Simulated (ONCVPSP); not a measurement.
**phosphorus (P): one change to an ONCV potential, before and after**

| Item | Value |
| --- | --- |
| Element | phosphorus (P) |
| Generator | ONCVPSP 4.0.1 |
| Type | optimised norm-conserving Vanderbilt (ONCV) |
| Functional | LDA (Perdew-Zunger) |
| Relativity | scalar-relativistic |
| Frozen core | [He] |
| Valence charge | 13 |
| Reference configuration | 2s2 2p6 3s2 3p2 (charge +1) |
| Partial waves | 2s+3s: rc 0.85 bohr, ncon 5, nbas 9, qcut 14.2 1/bohr, 3 projectors, debl 1.1 Ha; 2p+3p: rc 0.90 bohr, ncon 3, nbas 7, qcut 13.2 1/bohr, 2 projectors |
| Local potential | polynomial inside 0.70 bohr (lpopt 5, dvloc0 4 Ha) |
| Core correction | none |

All-electron outer shells of the reference configuration (LDA (Perdew-Zunger), scalar-relativistic, ld1.x):

```json
{"shell": "1s", "level (eV)": "-2086.92", "outermost node (bohr)": "–", "outermost maximum (bohr)": "0.07"}
{"shell": "2s", "level (eV)": "-183.77", "outermost node (bohr)": "0.14", "outermost maximum (bohr)": "0.42"}
{"shell": "2p", "level (eV)": "-135.16", "outermost node (bohr)": "–", "outermost maximum (bohr)": "0.35"}
{"shell": "3s", "level (eV)": "-23.33", "outermost node (bohr)": "0.65", "outermost maximum (bohr)": "1.54"}
{"shell": "3p", "level (eV)": "-14.31", "outermost node (bohr)": "0.64", "outermost maximum (bohr)": "1.74"}
```

Change: s: ncon 4, nbas 8.

Cutoffs: the cutoffs (Ha) at which the residual kinetic energy of the hardest occupied pseudo-wave falls to 1 and 0.1 mHa per electron; they do not see the model core or the augmentation charge, which bear on the density cutoff. Errors are all-electron minus pseudo energies relative to the spin-unpolarised reference configuration.

**Question.** What does the change do?

**Answer.** The potential gets neither clearly harder nor softer (79 Ha and 119 Ha → 79 Ha and 119 Ha); the p channel sets the loose cutoff, while the largest relative change is in s, which becomes softer; the errors of the 4 common tests hardly move; neither file shows a bound ghost.

| quantity | base | changed |
| --- | --- | --- |
| cutoff, loose | 79 Ha | 79 Ha |
| cutoff, tight | 119 Ha | 119 Ha |
| loose cutoff by channel | s 70 Ha, p 79 Ha | s 54 Ha, p 79 Ha |
| bound ghosts | none | none |
| GHOST(+) flags under 300 eV | none | none |
| error for 2s2 2p6 3s2 3p3, meV [ΔE -9.82 eV] | +0.6 | +0.6 |
| error for 2s2 2p6 3s2 3p1, meV [ΔE 19.25 eV] | +0.9 | +0.9 |
| error for 2s2 2p6 3s2 3p0, meV [ΔE 49.14 eV] | +7.2 | +7.4 |
| error for 2s2 2p6 3s1 3p3, meV [ΔE 9.07 eV] | +0.4 | +0.2 |
| s: phases at 0.86 bohr within 0.05 rad from the reference energy up to (Ha; the scan ends near 5) | to the end of the scan | to the end of the scan |
| p: phases at 0.91 bohr within 0.05 rad from the reference energy up to (Ha; the scan ends near 5) | to the end of the scan | to the end of the scan |
